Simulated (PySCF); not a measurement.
Ti(Cl)(OH)3 (ClH3O3Ti), SMILES [Cl][Ti]([OH])([OH])[OH], multiplicity 1. Atoms are numbered in the order given.

```xyz
8

Ti     0.0000     0.0000     0.3134
Cl     0.0000     0.0000    -1.9168
O     -1.6294     0.3917     0.9075
H     -1.9900     1.1950     1.3035
O      1.1539     1.2153     0.9075
H      2.0299     1.1259     1.3035
O      0.4755    -1.6069     0.9075
H     -0.0399    -2.3209     1.3035
```

Geometry: r2SCAN-D4/def2-SVP. The spin state was assumed, not searched. The structure was generated by enumeration; whether it is a known compound was not checked. One conformer was computed; it need not be the lowest.

Two levels are set side by side: PBE/pcSseg-1 (PySCF) and PBE0/pcSseg-1 (PySCF). GIAO shifts against H2O (¹⁷O), HCl (³⁵Cl), TMS (¹H) at the same level; non-relativistic, no solvent, atoms listed together averaged. Without spin–orbit terms, shifts of atoms bonded to Cl or Br come out too high at both levels. Differences are taken from unrounded values.

```json
[
 {"quantity": "δ(³⁵Cl) of Cl2 (ppm)", "PBE0": "498.4"},
 {"quantity": "δ(¹⁷O) of O3, O5, O7 (ppm)", "PBE0": "378.0"},
 {"quantity": "δ(¹H) of H4, H6, H8 (ppm)", "PBE0": "8.55"}
]
```

Problem. What does PBE give, and how far is it from PBE0? (Estimate from the structure and the level; the computed values follow.)

Solution. 
```tsv
quantity	PBE	PBE minus PBE0
δ(³⁵Cl) of Cl2 (ppm)	532.0	33.6
δ(¹⁷O) of O3, O5, O7 (ppm)	375.4	-2.6
δ(¹H) of H4, H6, H8 (ppm)	8.64	0.08
```

Rough cost on one machine, each run with all the roots and properties that it gave: PBE0 against PBE within a factor of 2.
